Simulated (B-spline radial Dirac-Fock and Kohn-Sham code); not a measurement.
**K-shell conversion coefficients of Ru against transition energy**

Model: a Dirac-Hartree-Slater potential of the neutral atom with a Latter tail (no hole, which puts coefficients of high multipoles low close above an edge), finite nucleus with surface currents. Program: a radial atomic solver. Subshells within 1 keV of threshold and pair formation are left out.

```tsv
energy (keV)	E2	E3	E5	M1	M2	M3
23.7	36.0	60.4	81.9	17.7	615	3900
50	9.67	82.4	5570	1.97	35.4	408
58.3	6.08	51.1	3360	1.26	19.8	217
58.9	5.89	49.4	3240	1.23	19.0	208
62.5	4.89	40.5	2590	1.03	15.2	162
70.1	3.38	27.1	1620	0.743	9.91	99.9
84.2	1.85	13.8	712	0.441	5.02	45.8
100	1.03	7.09	311	0.271	2.68	22.0
117	0.599	3.81	142	0.175	1.52	11.3
123	0.504	3.11	110	0.153	1.27	9.13
130	0.415	2.49	82.4	0.131	1.05	7.23
200	0.0922	0.432	8.63	0.0411	0.236	1.22
209	0.0792	0.361	6.85	0.0366	0.204	1.02
225	0.0614	0.268	4.66	0.0302	0.159	0.758
365	0.0122	0.0403	0.403	0.00881	0.0340	0.118
500	0.00466	0.0130	0.0935	0.00410	0.0133	0.0384
523	0.00409	0.0112	0.0767	0.00368	0.0117	0.0329
600	0.00278	0.00711	0.0427	0.00266	0.00789	0.0207
685	0.00195	0.00470	0.0250	0.00196	0.00546	0.0134
727	0.00167	0.00393	0.0198	0.00171	0.00465	0.0111
954	0.000867	0.00183	0.00733	0.000933	0.00227	0.00482
1000	0.000779	0.00161	0.00624	0.000841	0.00201	0.00420
1850	0.000221	0.000380	0.000988	0.000234	0.000462	0.000790
1860	0.000219	0.000376	0.000974	0.000232	0.000456	0.000779
2000	0.000191	0.000323	0.000805	0.000201	0.000388	0.000650
```

Q: How fast do they fall between 1850 and 2000 keV?

A: As powers of the energy: E2 E^-1.85, E3 E^-2.10, E5 E^-2.62, M1 E^-1.96, M2 E^-2.23, M3 E^-2.49. Within one type (E or M) the higher multipoles fall faster.

Values without a named source are computed, but for edge energies of neutral atoms, which are taken from tables.
